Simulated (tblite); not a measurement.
C8H18S.
Numbering: `[CH3:1][S:2][C@H:3]([CH3:4])[CH2:5][C:6]([CH3:7])([CH3:8])[CH3:9]` (hydrogens: H10, H11, H12 on C1; H13 on C3; H14, H15, H16 on C4; H17, H18 on C5; H19, H20, H21 on C7; H22, H23, H24 on C8; H25, H26, H27 on C9)

Computed with GFN2-xTB (tblite), gas phase: L-BFGS steps from a force-field or distance-geometry start until the largest atomic force falls under 0.01 eV/Å.

Step 78: E = -804.4440 eV
```
atom  x, y, z in Å  |  force x, y, z in eV/Å
C1      2.7077    1.2501   -0.1926   -0.005   0.022  -0.039
S2      2.1573    0.0098    1.0166   -0.027  -0.011   0.018
C3      1.0053   -1.0595    0.0571    0.041  -0.011   0.003
C4      1.7984   -1.8883   -0.9469    0.021   0.006  -0.016
C5     -0.1473   -0.3260   -0.6234    0.025  -0.013   0.009
C6     -1.2712    0.2521    0.2593   -0.026  -0.047   0.000
C7     -2.4422    0.5866   -0.6725   -0.020   0.023  -0.009
C8     -0.8398    1.5387    0.9635    0.002  -0.022  -0.009
C9     -1.7346   -0.7659    1.3040   -0.016  -0.038   0.038
H10     3.7296    1.5131    0.0630   -0.022  -0.013   0.019
H11     2.0762    2.1321   -0.1357   -0.029  -0.007   0.012
H12     2.6784    0.8282   -1.1900    0.026  -0.034  -0.019
H13     0.6246   -1.7246    0.8338    0.009  -0.001   0.003
H14     2.1839   -1.2633   -1.7513    0.001  -0.022   0.000
H15     1.1642   -2.6551   -1.3900    0.004   0.023   0.018
H16     2.6377   -2.3767   -0.4551   -0.021   0.028  -0.008
H17    -0.6092   -1.0556   -1.2963    0.013   0.015  -0.016
H18     0.2538    0.4767   -1.2468    0.002   0.004  -0.007
H19    -3.2412    1.0700   -0.1156   -0.032  -0.026   0.006
H20    -2.1195    1.2706   -1.4554   -0.011  -0.025  -0.022
H21    -2.8411   -0.3119   -1.1412    0.011   0.032   0.029
H22     0.0195    1.3631    1.6036   -0.007   0.003   0.020
H23    -1.6583    1.9104    1.5765    0.036   0.028   0.011
H24    -0.5849    2.3046    0.2335    0.010   0.013   0.011
H25    -1.9229   -1.7389    0.8523    0.003   0.042  -0.028
H26    -2.6555   -0.4295    1.7760    0.002   0.028  -0.029
H27    -0.9888   -0.8844    2.0860    0.011   0.004   0.003
```

Step 79: E = -804.4451 eV
```
atom  x, y, z in Å  |  force x, y, z in eV/Å
C1      2.7102    1.2469   -0.1947   -0.007   0.018  -0.039
S2      2.1610    0.0066    1.0146   -0.053  -0.025   0.023
C3      1.0029   -1.0620    0.0578    0.069   0.005   0.008
C4      1.7949   -1.8904   -0.9473    0.030   0.000  -0.018
C5     -0.1470   -0.3237   -0.6221    0.041  -0.016   0.003
C6     -1.2711    0.2547    0.2597   -0.020  -0.050  -0.002
C7     -2.4419    0.5872   -0.6730   -0.025   0.025  -0.003
C8     -0.8424    1.5416    0.9646    0.002  -0.019   0.000
C9     -1.7332   -0.7649    1.3036   -0.019  -0.035   0.036
H10     3.7216    1.5306    0.0809   -0.030  -0.015   0.011
H11     2.0618    2.1178   -0.1587   -0.027  -0.014   0.011
H12     2.7094    0.8144   -1.1884    0.032  -0.025  -0.016
H13     0.6228   -1.7269    0.8354    0.014   0.013  -0.010
H14     2.1777   -1.2669   -1.7541   -0.007  -0.012  -0.002
H15     1.1631   -2.6604   -1.3875   -0.009   0.021   0.016
H16     2.6375   -2.3754   -0.4581   -0.019   0.022   0.004
H17    -0.6097   -1.0492   -1.2991    0.017   0.011  -0.011
H18     0.2596    0.4788   -1.2423   -0.005   0.011  -0.009
H19    -3.2434    1.0636   -0.1142   -0.043  -0.027   0.007
H20    -2.1238    1.2774   -1.4525   -0.001  -0.034  -0.018
H21    -2.8340   -0.3121   -1.1457    0.003   0.039   0.029
H22     0.0241    1.3716    1.5956    0.014  -0.010   0.024
H23    -1.6560    1.9030    1.5891    0.011   0.034   0.016
H24    -0.6027    2.3146    0.2374    0.017   0.011  -0.003
H25    -1.9211   -1.7367    0.8485    0.002   0.048  -0.012
H26    -2.6539   -0.4297    1.7776    0.009   0.022  -0.037
H27    -0.9864   -0.8840    2.0850    0.003   0.003  -0.007
```

Step 80: E = -804.4461 eV
```
atom  x, y, z in Å  |  force x, y, z in eV/Å
C1      2.7112    1.2438   -0.1971   -0.015  -0.002  -0.021
S2      2.1631    0.0035    1.0136   -0.065  -0.022   0.021
C3      1.0018   -1.0647    0.0584    0.071   0.023   0.008
C4      1.7934   -1.8915   -0.9482    0.028  -0.005  -0.012
C5     -0.1463   -0.3223   -0.6207    0.041  -0.011  -0.004
C6     -1.2714    0.2568    0.2600   -0.002  -0.030  -0.002
C7     -2.4421    0.5882   -0.6734   -0.019   0.017   0.011
C8     -0.8439    1.5439    0.9656    0.005  -0.011   0.011
C9     -1.7329   -0.7638    1.3038   -0.012  -0.015   0.017
H10     3.7125    1.5447    0.0958   -0.027  -0.013   0.003
H11     2.0485    2.1045   -0.1785   -0.027  -0.016   0.007
H12     2.7346    0.8018   -1.1863    0.035  -0.015  -0.017
H13     0.6229   -1.7306    0.8362    0.016   0.026  -0.023
H14     2.1729   -1.2696   -1.7572   -0.013   0.002  -0.009
H15     1.1642   -2.6651   -1.3849   -0.021   0.015   0.010
H16     2.6387   -2.3719   -0.4604   -0.003   0.008   0.015
H17    -0.6106   -1.0434   -1.3014    0.026   0.002  -0.004
H18     0.2646    0.4798   -1.2386   -0.012   0.015  -0.004
H19    -3.2467    1.0573   -0.1130   -0.047  -0.023   0.005
H20    -2.1290    1.2826   -1.4514    0.011  -0.036  -0.008
H21    -2.8276   -0.3122   -1.1488   -0.013   0.031   0.021
H22     0.0272    1.3780    1.5906    0.036  -0.024   0.023
H23    -1.6524    1.8993    1.5993   -0.018   0.032   0.017
H24    -0.6147    2.3230    0.2418    0.022   0.002  -0.020
H25    -1.9218   -1.7330    0.8438   -0.002   0.037   0.006
H26    -2.6523   -0.4280    1.7798    0.012   0.014  -0.038
H27    -0.9839   -0.8847    2.0831   -0.008  -0.001  -0.013
```

Step 81: E = -804.4469 eV
```
atom  x, y, z in Å  |  force x, y, z in eV/Å
C1      2.7123    1.2413   -0.1993   -0.014  -0.018  -0.009
S2      2.1645    0.0010    1.0131   -0.055  -0.002   0.014
C3      1.0024   -1.0659    0.0587    0.044   0.029  -0.002
C4      1.7922   -1.8927   -0.9491    0.018  -0.006  -0.002
C5     -0.1450   -0.3207   -0.6197    0.025   0.001  -0.008
C6     -1.2719    0.2582    0.2603    0.016   0.000   0.001
C7     -2.4430    0.5892   -0.6737   -0.008   0.001   0.023
C8     -0.8454    1.5456    0.9669    0.011   0.013   0.025
C9     -1.7325   -0.7634    1.3041    0.000   0.010  -0.008
H10     3.7056    1.5560    0.1080   -0.042  -0.014  -0.010
H11     2.0378    2.0935   -0.1940   -0.011  -0.032  -0.002
H12     2.7562    0.7912   -1.1851    0.033   0.007   0.007
H13     0.6237   -1.7322    0.8365    0.015   0.031  -0.030
H14     2.1698   -1.2727   -1.7600   -0.014   0.012  -0.015
H15     1.1630   -2.6679   -1.3823   -0.026   0.011   0.005
H16     2.6382   -2.3705   -0.4614    0.017  -0.006   0.019
H17    -0.6106   -1.0380   -1.3035    0.035  -0.008   0.002
H18     0.2681    0.4819   -1.2357   -0.015   0.016   0.003
H19    -3.2506    1.0521   -0.1124   -0.039  -0.015   0.003
H20    -2.1333    1.2854   -1.4513    0.018  -0.030   0.005
H21    -2.8233   -0.3119   -1.1506   -0.026   0.015   0.011
H22     0.0308    1.3825    1.5864    0.027  -0.027   0.006
H23    -1.6498    1.8967    1.6091   -0.016   0.018   0.000
H24    -0.6251    2.3302    0.2449    0.020  -0.025  -0.011
H25    -1.9203   -1.7304    0.8402   -0.008   0.019   0.018
H26    -2.6520   -0.4279    1.7802    0.013   0.008  -0.034
H27    -0.9819   -0.8839    2.0820   -0.017  -0.006  -0.014
```

Q: Estimate the geometry and energy of step 82. (The exact step hangs on the optimiser's Hessian estimate; all steps are aligned on step 81, rigid shifts and turns removed.)

A: E = -804.4469 eV, largest force 0.134 eV/Å
```
atom  x, y, z in Å  |  force x, y, z in eV/Å
C1      2.7058    1.2388   -0.2007   -0.060  -0.085   0.084
S2      2.1601   -0.0012    1.0156   -0.023   0.032   0.008
C3      1.0054   -1.0689    0.0587   -0.015   0.034  -0.017
C4      1.7991   -1.8893   -0.9510    0.002  -0.005   0.012
C5     -0.1443   -0.3245   -0.6182   -0.010   0.024  -0.010
C6     -1.2721    0.2581    0.2610    0.040   0.048   0.008
C7     -2.4441    0.5907   -0.6728    0.015  -0.019   0.037
C8     -0.8415    1.5457    0.9671    0.011  -0.020   0.015
C9     -1.7364   -0.7612    1.3052    0.026   0.050  -0.044
H10     3.6961    1.5523    0.1032    0.085   0.023   0.032
H11     2.0336    2.0886   -0.1920   -0.083   0.047  -0.008
H12     2.7476    0.7892   -1.1827    0.029  -0.044  -0.099
H13     0.6284   -1.7396    0.8337    0.007   0.028  -0.029
H14     2.1706   -1.2682   -1.7631   -0.012   0.021  -0.023
H15     1.1756   -2.6702   -1.3811   -0.030   0.001  -0.002
H16     2.6483   -2.3577   -0.4615    0.042  -0.028   0.016
H17    -0.6122   -1.0398   -1.3025    0.041  -0.026   0.010
H18     0.2680    0.4772   -1.2359   -0.012   0.020   0.008
H19    -3.2542    1.0490   -0.1112   -0.019   0.000   0.001
H20    -2.1377    1.2848   -1.4534    0.027  -0.012   0.022
H21    -2.8218   -0.3111   -1.1484   -0.042  -0.018  -0.007
H22     0.0265    1.3794    1.5955    0.065  -0.047   0.016
H23    -1.6448    1.9084    1.6018   -0.076   0.012   0.021
H24    -0.6088    2.3260    0.2468    0.031   0.001  -0.058
H25    -1.9355   -1.7215    0.8354   -0.018  -0.034   0.022
H26    -2.6494   -0.4170    1.7854   -0.006   0.006  -0.014
H27    -0.9822   -0.8917    2.0772   -0.014  -0.011   0.000
```

The energy changes by 0.0000 eV. The first-order estimate −F·Δx gives -0.0017 eV and the mean of the old and new forces, exact on a quadratic surface, 0.0000 eV. The step makes an angle of 78° with the force vector and moves no atom by more than 0.018 Å.

The cost below is that of the whole relaxation. The run took 2.6 s wall, 2.3 s CPU on one thread, Intel Xeon (x86_64), no GPU (shared host).
